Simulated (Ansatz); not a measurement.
`[F][Sn][SH]` and `[F][Sn][Cl]` differ in one atom or group.

Ansatz, PBE0-D4/def2-TZVP geometries, multiplicity 1. Each molecule was computed in one conformer, which needn't be the lowest.

Elements past krypton have def2 core potentials.

| property | `[F][Sn][SH]` |
| --- | --- |
| HOMO–LUMO gap (PBE/def2-TZVPP) / eV | 3.22 |
| size of the dipole moment (B3LYP/def2-TZVPP) / D | 2.35 |
| LUMO energy (ωB97M-V/def2-TZVPP) / eV | -0.87 |
| HOMO energy (B3LYP/def2-TZVPP) / eV | -7.36 |
| size of the dipole moment (PBE/def2-TZVPP) / D | 2.11 |
| zero-point energy (PBE0-D4/def2-TZVP) / kJ/mol | 28.1 |

Task: What does the change do to each property? (Best estimate.)

Result: Computed: 
```
                                        property  `[F][Sn][Cl]`  shift
             HOMO–LUMO gap (PBE/def2-TZVPP) / eV           3.54   0.32
size of the dipole moment (B3LYP/def2-TZVPP) / D           3.54   1.19
           LUMO energy (ωB97M-V/def2-TZVPP) / eV          -1.17  -0.30
             HOMO energy (B3LYP/def2-TZVPP) / eV          -8.13  -0.77
  size of the dipole moment (PBE/def2-TZVPP) / D           3.28   1.17
  zero-point energy (PBE0-D4/def2-TZVP) / kJ/mol            6.6  -21.5
```

With PBE0 the HOMO falls by 0.75 eV and the LUMO falls by 0.33 eV, so the gap widens by about 0.42 eV. PBE moves the HOMO by -0.68 eV and ωB97M-V by -0.83 eV. The zero-point energy changes by -21.5 kJ/mol with -3 modes. Dipoles are sizes alone; their direction can turn.

B3LYP here is the variant with VWN-RPA as its local correlation; programs differ in this.
